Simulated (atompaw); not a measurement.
# Before and after: PAW (atompaw) potential for palladium (Pd)

palladium (Pd), PAW, made with atompaw 4.2.0.5 (PBEsol, scalar-relativistic). Core [Kr], reference 4d8 5s0 5p0 (charge +2). Waves: 5s (bound, empty); 5s channel at -0.6 Ry; 5p (bound, empty); 5p channel at 1.1 Ry; 4d (bound); 4d channel at -1.1 Ry. Local part: bessel scheme, radius 2.00 bohr. Core correction: smooth core density matched at 2.90 bohr. Augmentation charge: besselshape compensation charge, radius 2.90 bohr; PAW radius 2.90 bohr; waves and projectors: bloechl.

Change: waves 5s (bound): rc 2.25 bohr; 5s channel at -0.6 Ry: rc 2.90 bohr; 5p (bound): rc 2.90 bohr; 5p channel at 1.1 Ry: rc 2.90 bohr; 4d (bound): rc 2.90 bohr; 4d channel at -1.1 Ry: rc 1.55 bohr; augmentation besselshape compensation charge, radius 2.90 bohr; PAW radius 2.90 bohr; waves and projectors: custom polynom vanderbiltortho.

Cutoffs: the cutoffs (Ry, on a coarse ladder) from which the occupation-weighted sum of valence levels, in a spherical-Bessel basis at the reference potential, stays within 10 and 1 mRy of its value at 400 Ry; they do not see the model core or the augmentation charge, which bear on the density cutoff.

**Question.** What does the change do?

**Answer.** The potential gets softer (25 Ry and 30 Ry → 12 Ry and 21 Ry); the bound ghost in s disappears; the range in which the s phases agree narrows (upper end 1.7 → 0.3); the range in which the d phases agree narrows (upper end 3.9 → 0.1).

```tsv
quantity	base	changed
cutoff, loose	25 Ry	12 Ry
cutoff, tight	30 Ry	21 Ry
bound ghosts	s	none
s: phases at 2.92 bohr within 0.05 rad from the reference energy up to (Ry; the scan ends near 5)	1.7	0.3
p: phases at 2.92 bohr within 0.05 rad from the reference energy up to (Ry; the scan ends near 5)	3.1	3.0
d: phases at 2.92 bohr within 0.05 rad from the reference energy up to (Ry; the scan ends near 5)	3.9	0.1
lowest overlap eigenvalue by channel	s 0.01, p 0.61, d 0.95	s 0.02, p 0.28, d 0.31
```

 A true bound ghost makes a file unfit for plane-wave use even where its test errors are small: the radial tests pick states by their node count and pass the ghost by. The cutoffs see the waves, projectors and local potential, not the compensation charge or the core.
